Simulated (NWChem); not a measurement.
System: CH₃AlF₂O; SMILES C[O][Al]([F])[F]

Here is an NWChem input.

```
start job
memory heap 200 mb stack 900 mb global 1100 mb
geometry units angstroms noautosym nocenter noautoz
  Al     0.073840     0.493398     0.000186
  F      1.255578     1.642507    -0.001592
  F     -1.498838     0.998205    -0.002069
  O      0.501382    -1.118472     0.004774
  C     -0.037302    -2.400087     0.002830
  H      0.296024    -2.955984    -0.890313
  H      0.305071    -2.961955     0.888743
  H     -1.142149    -2.401383     0.008489
end
basis spherical
  * library def2-svp
end
dft
  xc b3lyp
  iterations 150
  mulliken
end
task dft energy
esp
  recalculate
  probe 0.07
  range 0.3
  factor 1.0
  spacing 0.02
end
task esp
```

Structure relaxed at the PBE0/def2-SVP level.

Atomic charges in e: unrestrained fits to the electrostatic potential beside Mulliken populations; buried atoms are poorly determined by the fit.

Atoms are numbered as in the input.

Question: What results follow from this input? (B3LYP/def2-SVP.) Quantities: ESP Al1; Mulliken Al1; ESP F2; Mulliken F2; ESP F3; Mulliken F3; ESP O4; Mulliken O4; ESP C5; Mulliken C5; relative RMS misfit of the potential (%).

Answer: 
| Property | Result |
|---|---|
| ESP Al1 | 1.35 |
| Mulliken Al1 | 1.06 |
| ESP F2 | -0.48 |
| Mulliken F2 | -0.39 |
| ESP F3 | -0.47 |
| Mulliken F3 | -0.39 |
| ESP O4 | -0.66 |
| Mulliken O4 | -0.52 |
| ESP C5 | 0.34 |
| Mulliken C5 | 0.21 |
| relative RMS misfit of the potential (%) | 21 |
